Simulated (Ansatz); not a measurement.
Relaxation of C2H5NOSi (10 atoms, charge 0, multiplicity 1), to a largest force component of 0.015 eV/Å in at most 40 steps.

Method: RKS PBE0-D4/6-31G* in Ansatz.

```xyz
10
Properties=species:S:1:pos:R:3:forces:R:3
O -0.931 0.423 1.999 -0.78 0.46 1.08
C -0.472 0.131 0.804 -1.94 -1.45 0.60
N -1.032 -0.759 0.026 2.19 1.11 -0.35
C 0.060 -0.672 -1.086 -2.53 -0.67 -1.40
Si 0.939 0.630 -0.182 2.21 1.07 -0.12
H -1.777 -0.059 2.123 0.30 0.05 -0.03
H 0.541 -1.627 -1.230 0.16 -0.49 -0.14
H -0.442 -0.349 -2.026 0.42 -0.41 0.31
H 0.902 2.008 -0.754 0.14 -0.03 0.10
H 2.295 0.222 0.330 -0.18 0.35 -0.04
```

Where does it end, and by what steps?

The run converged. After 5 steps the energy has fallen by 0.346 eV; H9 moved furthest, 0.12 Å.

```csv
step,energy less start (eV),largest force component (eV/Å),accepted
0,0.0000,2.533,yes
1,-0.2679,1.076,yes
2,-0.3390,0.374,yes
3,-0.3455,0.079,yes
4,-0.3460,0.029,yes
5,-0.3461,0.009,yes
```

```xyz
10
Properties=species:S:1:pos:R:3
O -1.019 0.440 2.024
C -0.480 0.134 0.844
N -0.959 -0.741 0.031
C 0.000 -0.696 -1.110
Si 1.000 0.648 -0.195
H -1.813 -0.118 2.121
H 0.479 -1.668 -1.265
H -0.501 -0.409 -2.040
H 1.016 2.038 -0.733
H 2.358 0.322 0.326
```

The run took 25 s on 1 thread of Arm Neoverse V2, with other jobs on the host, peak memory 0.18 GiB.
